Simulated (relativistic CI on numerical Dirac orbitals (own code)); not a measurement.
**Forbidden lines of Zn16+**

Calculated at this level of theory: Dirac-Coulomb-Breit CI, separate exchange-only KLI orbitals for each configuration, model QED (radiative potential, 1s self-energy scaled to tabulated hydrogen-like ionisation energies), unscaled Slater integrals (own radial code, finite nucleus).

Configuration list (outside the closed core [Ne]): 3s2.3p2, 3s.3p3, 3s2.3p.3d, 3p4, 3s.3p2.3d, 3p3.3d, 3s.3p.3d2, 3s2.3p.4s, 3s2.3d.4p, 3p3.4s, 3s2.3p.4p, 3p3.4p, 3s.3p.3d.4s, 3s2.3p.4d, 3s.3p2.4s, 3s2.3p.4f, 3s.3p2.4p, 3p2.3d.4p, 3s.3p2.4d, 3s.3p2.4f, 3s2.3p.5s, 3s2.3p.5p, 3s2.4s.4p, 3s2.3p.5d, 3s2.3p.5f, 3s2.3p.5g, 3s.3p.4s2, 3s.3p2.5s, 3s2.3d2, 3s.3d3, 3p2.3d2, 3p.3d3, 3p.3d2.4s, 3p.3d2.4p, 3p.3d2.4d, 3s2.3d.4s, 3s.3d2.4s, 3s.3p.3d.4p, 3s.3d2.4p, 3s.3d.4s.4p, 3s.3d.4p2, 3s.3d.4p.4d, 3p2.3d.4s, 3p.3d.4s2, 3p.3d.4s.4p, 3p.3d.4s.4d, 3s2.4s2, 3s.3d.4s2, 3s2.4p2, 3s.3p.4s.4p, 3s.4s2.4p, 3s.4s.4p2, 3s.4s.4p.4d. Double excitations out of closed p, d and f shells are left out; levels of such configurations are missing from the list, as are those of other unlisted configurations, and high levels can miss mixing partners. These lack a partner that the ground configuration has and come out too high: 3s.3p2.4d, 3s.3p2.4f, 3s.3p2.5s, 3s2.3p.4f, 3s2.3p.5s.

```
λ vac (Å)                 Lower                 Upper  Type   A (s⁻¹)  E lower (cm⁻¹)  E upper (cm⁻¹)
   194.29      3s2.3p2 1D_2 [4]  3s2.3p.3d 3F°_4 [18]    M2  8.90e+01           83566          598264
   329.72      3s.3p3 5S°_2 [6]  3s2.3p.3d 3F°_4 [18]    E2  1.90e+01          294979          598264
   475.50      3s.3p3 3D°_2 [8]  3s2.3p.3d 3F°_4 [18]    E2  3.35e+01          387961          598264
   494.96      3s.3p3 3D°_3 [9]  3s2.3p.3d 3F°_4 [18]    E2  1.10e+01          396226          598264
   494.96      3s.3p3 3D°_3 [9]  3s2.3p.3d 3F°_4 [18]    M1  5.84e+01          396226          598264
   674.32     3s.3p3 3P°_2 [12]  3s2.3p.3d 3F°_4 [18]    E2  2.31e+01          449966          598264
   850.85      3s2.3p2 3P_1 [2]      3s2.3p2 1S_0 [5]    M1  6.16e+03           22565          140095
   1639.3      3s2.3p2 3P_1 [2]      3s2.3p2 1D_2 [4]    M1  6.10e+02           22565           83566
   2233.6      3s2.3p2 3P_2 [3]      3s2.3p2 1D_2 [4]    M1  5.81e+02           38795           83566
   4431.7      3s2.3p2 3P_0 [1]      3s2.3p2 3P_1 [2]    M1  1.92e+02               0           22565
   4463.4  3s2.3p.3d 3F°_3 [16]  3s2.3p.3d 3F°_4 [18]    M1  2.23e+02          575860          598264
   6161.5      3s2.3p2 3P_1 [2]      3s2.3p2 3P_2 [3]    M1  4.61e+01           22565           38795
```

Terms are leading LS components. Brackets give the number of a level in order of energy, since labels repeat. The list gives strong lines, with weight on those to low levels, among the lowest 400 of 2808 levels, so that lines to higher ones, which can be the strongest, are missing. Levels whose partners in the same complex of configurations lie outside the list can be far off, and so can their lines. Rates are taken at the computed energies, electric ones in the length gauge.

At this charge energies of transitions that change n are usually good to better than 1 %, and those within a shell (Δn = 0) to a few per cent.

Problem. From the table, what is the radiative lifetime of 3s2.3p.3d 3F°_4?

Solution. The listed rates from this level add up to about 4.57e+02 s⁻¹, 100 % of its decay; with all channels τ = 2.18e-03 s.

LS names give the leading component of a level, which can be under half, so a name can repeat, a term be missing and a line seem to break the LS rules.
